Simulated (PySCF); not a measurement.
Cards and structures have been mixed up. Pair them.

Structures:
1. `COc1scpc1[SiH3]`
2. `CCc1occc1F`
3. `CC/C(=C/F)[S@@](C)=O`
4. `c1(n(C)ccc1)C`

Card P (geometry GFN2-xTB):
- Rotational constants A, B, C: 3.037, 1.897, 1.277 GHz
- Static isotropic polarisability (PBE0/def2-SVPD): 72.3 au
- Dipole moment (PBE0/def2-SVPD): 0.95 D
- HOMO energy (PBE0/def2-SVPD): -6.47 eV
- Point group: C1
- Strongest line among the 8 lowest singlet transitions (TDDFT PBE0/def2-SVPD): S1 at 5.92 eV (209 nm, f = 0.226)

Card Q (geometry GFN2-xTB):
- Rotational constants A, B, C: 1.413, 1.304, 0.686 GHz
- Static isotropic polarisability (PBE0/def2-SVPD): 120.8 au
- Lowest singlet excitation (TDDFT PBE0/def2-SVPD): 4.60 eV (270 nm, f = 0.044)
- 13C chemical shifts (computed TMS as zero) by class (GIAO PBE0/pcSseg-1): 186.8 (1 C), 154.5 (1 C), 125.2 (1 C), 61.8 (1 C) ppm
- Lowest triplet excitation (Tamm–Dancoff) (TDA PBE0/def2-SVPD): 2.92 eV

Card R (geometry GFN2-xTB):
* Rotational constants A, B, C: 1.723, 1.625, 1.071 GHz
* Static isotropic polarisability (PBE0/def2-SVPD): 85.9 au
* Lowest triplet excitation (Tamm–Dancoff) (TDA PBE0/def2-SVPD): 3.96 eV
* Lowest singlet excitation (TDDFT PBE0/def2-SVPD): 5.08 eV (244 nm, f = 0.041)
* Isotropic shieldings of nuclei other than C and H, by class (GIAO PBE0/pcSseg-1): 293 (1 O), 294 (1 F), 207 (1 S) ppm
* HOMO energy (PBE0/def2-SVPD): -6.87 eV
* Point group: C1

Card S (geometry GFN2-xTB):
* Rotational constants A, B, C: 3.968, 3.213, 1.816 GHz
* Static isotropic polarisability (PBE0/def2-SVPD): 76.4 au
* Isotropic shieldings of nuclei other than C and H, by class (GIAO PBE0/pcSseg-1): 95 (1 N) ppm
* Strongest line among the 8 lowest singlet transitions (TDDFT PBE0/def2-SVPD): S5 at 6.30 eV (197 nm, f = 0.188)
* HOMO energy (PBE0/def2-SVPD): -5.74 eV
* Dipole moment (PBE0/def2-SVPD): 2.24 D
* Point group: Cs

All species are isolated and taken at one optimised geometry, non-relativistic unless stated. Electronic properties by PySCF. NMR classes are plain means over equivalent atoms (diastereotopic ones count apart unless rotation or inversion swaps them), as if these changed places fast.

Task: Which card belongs to which structure?

Result: P = 2, Q = 1, R = 3, S = 4. What ties each card to its structure:
- 1 (card Q), C4H7OPSSi, monoisotopic mass 162.0 u, 8 heavy atoms: 4 C in 4 classes; the least shielded carbon (186.8 ppm) is an aromatic carbon bearing oxygen; an asymmetric top with C = 0.686 GHz, the lowest such constant on the cards; polarisability 120.8 au for 84 electrons, the largest shown.
- 2 (card P), C6H7FO, monoisotopic mass 114.0 u, 8 heavy atoms: an asymmetric top with C = 1.277 GHz; polarisability 72.3 au for 60 electrons, the smallest shown; dipole 0.95 D.
- 3 (card R), C5H9FOS, monoisotopic mass 136.0 u, 8 heavy atoms: an asymmetric top with C = 1.071 GHz; polarisability 85.9 au for 72 electrons.
- 4 (card S), C6H9N, monoisotopic mass 95.1 u, 7 heavy atoms: an asymmetric top with C = 1.816 GHz, the highest such constant on the cards; polarisability 76.4 au for 52 electrons; dipole 2.24 D.
